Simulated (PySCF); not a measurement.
BaF2, singlet, at a GFN2-xTB geometry (such geometries of metal compounds can be far from the true shape) (core potentials on Ba); HF/def2-SV(P) in PySCF.

The PySCF input:
```python
from pyscf import gto, scf

mol = gto.Mole()
mol.atom = '''
    Ba    0.18650156    0.20127267    0.18654445
    F    -0.80048008    0.58592680   -1.66796607
    F    -0.35997410   -1.83829010    0.50724504
'''
mol.basis = 'def2-sv(p)'
mol.ecp = {'Ba': 'def2-sv(p)'}
mol.verbose = 4
mol.build()

mf = scf.RHF(mol)
mf.level_shift = 0.5
mf.max_cycle = 100
mf.kernel()
```

It wrote (shortened):

```
PySCF version 2.14.0

[INPUT] verbose = 4
[INPUT] num. atoms = 3
[INPUT] num. electrons = 28
[INPUT] charge = 0
[INPUT] spin (= nelec alpha-beta = 2S) = 0
[INPUT] symmetry False subgroup None
[INPUT] Mole.unit = angstrom
[INPUT] Symbol           X                Y                Z      unit          X                Y                Z       unit  Magmom
[INPUT]  1 Ba     0.186501560000   0.201272670000   0.186544450000 AA    0.352436870204   0.380350222660   0.352517920558 Bohr   0.0
[INPUT]  2 F     -0.800480080000   0.585926800000  -1.667966070000 AA   -1.512688119370   1.107241181043  -3.151999057367 Bohr   0.0
[INPUT]  3 F     -0.359974100000  -1.838290100000   0.507245040000 AA   -0.680252460937  -3.473864826499   0.958554203644 Bohr   0.0

nuclear repulsion = 57.6408715417487
number of shells = 22
number of NR pGTOs = 125
number of NR cGTOs = 58
basis = def2-sv(p)
ecp = {'Ba': 'def2-sv(p)'}

******** <class 'pyscf.scf.hf.RHF'> ********
method = RHF
initial guess = minao
damping factor = 0
level_shift factor = 0.5
DIIS = <class 'pyscf.scf.diis.CDIIS'>
diis_start_cycle = 1
diis_space = 8
diis_damp = 0
SCF conv_tol = 1e-09
SCF conv_tol_grad = None
SCF max_cycles = 100
direct_scf = True
direct_scf_tol = 1e-13
Set gradient conv threshold to 3.16228e-05
Initial guess from minao.
init E= -213.312925571182
  HOMO = -0.612035391305397  LUMO = -0.175522666918816  gap/eV = 11.87812
cycle= 1 E= -223.725355603432  delta_E= -10.4  |g|= 1.08  |ddm|= 2.19
  HOMO = -0.296622106825111  LUMO = 0.47836524371932  gap/eV = 21.08848
cycle= 2 E= -223.908809262663  delta_E= -0.183  |g|= 0.331  |ddm|= 0.768
  HOMO = -0.458716049929405  LUMO = 0.48932141936556  gap/eV = 25.79741
cycle= 3 E= -223.929387695402  delta_E= -0.0206  |g|= 0.0852  |ddm|= 0.208
  HOMO = -0.46642345374568  LUMO = 0.495920190282465  gap/eV = 26.18670
cycle= 4 E= -223.932444589044  delta_E= -0.00306  |g|= 0.0341  |ddm|= 0.0935
  HOMO = -0.467784752375958  LUMO = 0.49645641467799  gap/eV = 26.23834
cycle= 5 E= -223.933226134588  delta_E= -0.000782  |g|= 0.0157  |ddm|= 0.0531
  HOMO = -0.468407406074448  LUMO = 0.496687681751666  gap/eV = 26.26157
cycle= 6 E= -223.933455999601  delta_E= -0.00023  |g|= 0.00818  |ddm|= 0.0309
  HOMO = -0.468189062063525  LUMO = 0.496639811366535  gap/eV = 26.25433
cycle= 7 E= -223.933525017661  delta_E= -6.9e-05  |g|= 0.00423  |ddm|= 0.0172
  HOMO = -0.468195873094495  LUMO = 0.496623303137348  gap/eV = 26.25407
cycle= 8 E= -223.933543761073  delta_E= -1.87e-05  |g|= 0.00216  |ddm|= 0.00858
  HOMO = -0.468252595502977  LUMO = 0.496638753428634  gap/eV = 26.25603
cycle= 9 E= -223.933548703897  delta_E= -4.94e-06  |g|= 0.0011  |ddm|= 0.00415
  HOMO = -0.468240932277609  LUMO = 0.496630494010482  gap/eV = 26.25549
cycle= 10 E= -223.933549999472  delta_E= -1.3e-06  |g|= 0.000555  |ddm|= 0.00206
  HOMO = -0.468255167051623  LUMO = 0.496633323411331  gap/eV = 26.25595
cycle= 11 E= -223.933550328528  delta_E= -3.29e-07  |g|= 0.000289  |ddm|= 0.00101
  HOMO = -0.468247210037604  LUMO = 0.496631378555048  gap/eV = 26.25568
cycle= 12 E= -223.933550416891  delta_E= -8.84e-08  |g|= 0.000145  |ddm|= 0.000526
  HOMO = -0.468249432835073  LUMO = 0.496631663022146  gap/eV = 26.25575
cycle= 13 E= -223.933550439854  delta_E= -2.3e-08  |g|= 7.55e-05  |ddm|= 0.000276
  HOMO = -0.468247965486545  LUMO = 0.496631918458444  gap/eV = 26.25572
cycle= 14 E= -223.933550445998  delta_E= -6.14e-09  |g|= 3.87e-05  |ddm|= 0.000148
  HOMO = -0.468247627429066  LUMO = 0.496631772353343  gap/eV = 26.25571
cycle= 15 E= -223.933550447627  delta_E= -1.63e-09  |g|= 2e-05  |ddm|= 7.89e-05
  HOMO = -0.468247477975625  LUMO = 0.4966317553158  gap/eV = 26.25570
cycle= 16 E= -223.933550448062  delta_E= -4.35e-10  |g|= 1.03e-05  |ddm|= 4.22e-05
  HOMO = -0.468247397227695  LUMO = -0.00336824179630923  gap/eV = 12.65001
Extra cycle  E= -223.933550448206  delta_E= -1.44e-10  |g|= 3.13e-06  |ddm|= 3.77e-05
converged SCF energy = -223.933550448206
```
